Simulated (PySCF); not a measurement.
**Electron correlation in Ce²⁺ (cerium, charge +2)**

[Xe] 4f1 5d1, one real determinant (an excited configuration). Calculation: PySCF 2.14, in cc-pVDZ-X2C; the spin-free X2C one-electron Hamiltonian (Gaussian nucleus). Frozen: [Kr] 4d10; 10 electrons correlated.

```json
{"level": "CCSD", "correlation energy (mhartree)": "-230.05"}
{"level": "(T)", "correlation energy (mhartree)": "-6.71"}
{"level": "CCSD(T)", "correlation energy (mhartree)": "-236.76"}
```

Diagnostics: T1 = 0.0088, D1 = 0.0249, largest double amplitude 0.036.

Question: Is a single reference adequate?

Answer: Yes, within this model without spin-orbit coupling: T1 lies below 0.03 and no double amplitude reaches 0.07.

The reference is one real determinant that mixes LS terms of this configuration.
